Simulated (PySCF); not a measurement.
C₂H₅IMg, SMILES C[CH2][Mg][I]. Atoms are numbered in the order given.

```xyz
9

Mg     0.3104     1.1124     0.0000
I     -0.0536    -1.4454     0.0000
C      0.6084     3.1929     0.0000
C     -0.6631     4.0575     0.0000
H      1.2339     3.4377    -0.8784
H      1.2339     3.4377     0.8784
H     -1.2944     3.8698     0.8854
H     -1.2944     3.8698    -0.8854
H     -0.4340     5.1391     0.0000
```
Charge 0, spin multiplicity 1.

Geometry optimised at B3LYP-D3(BJ)/def2-SVP. The def2 effective core potentials stand for the cores of I; spin–orbit coupling is left out. Other conformers were not sampled.

All values below come from PBE/def2-TZVP (PySCF).

Symmetry labels are those of the subgroup Cs that the program uses (full group Cs).

Computed valence orbital energies around the gap with their symmetry:
```tsv
orbital	symmetry	energy (eV)
HOMO−7	A"	-10.50
HOMO−6	A'	-9.95
HOMO−5	A'	-8.84
HOMO−4	A"	-8.16
HOMO−3	A'	-7.56
HOMO−2	A'	-6.24
HOMO−1	A"	-6.24
HOMO	A'	-5.82
LUMO	A'	-1.90
LUMO+1	A'	-1.07
LUMO+2	A"	-0.99
LUMO+3	A'	0.62
```
